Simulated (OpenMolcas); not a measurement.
An OpenMolcas run meant for Ge IV (ANO-RCC-VDZP, DKH4; inactive shells 1s 2s 2p 3s 3p 3d; intended active space 1 electron in 4 orbitals (4s 4p)). One step of its input:

```
&RASSCF
FileOrb=start.orb
Symmetry=1
Spin=2
nActEl=1 0 0
Inactive=8 6
Ras2=1 3
CIRoot=6 6 1
SDav=1
CIMx=300
Iter=63 100
PrWF=0.3
OrbListing=Nothing
MaxOrb=0
Atom
CIOnly
>>> COPY $Project.JobIph JOB001
```

Lines from the output:

```
...
      Number of secondary orbitals               9
      Spin quantum number                      0.5
      State symmetry                             1
Orbital specifications:
      -----------------------

      Symmetry species                           1   2
                                                ag  au
      Frozen orbitals                            0   0
      Inactive orbitals                          8   6
      Active orbitals                            1   3
      RAS1 orbitals                              0   0
      RAS2 orbitals                              1   3
      RAS3 orbitals                              0   0
      Secondary orbitals                         6   3
      Deleted orbitals                           0   0
      Number of basis functions                 15  12
      Number of CSFs                             1
      Number of root(s) required                 6
 ************ ERROR ***********
  You can't ask for more roots
  than there are configurations
 ******************************
--- Stop Module: rasscf at  /rc=_RC_INPUT_ERROR_ ---
.####################.
.# User input error #.
.####################.
```

**Question.** What is wrong with the input?

**Answer.** CIRoot asks for more roots than the active space has configuration state functions.
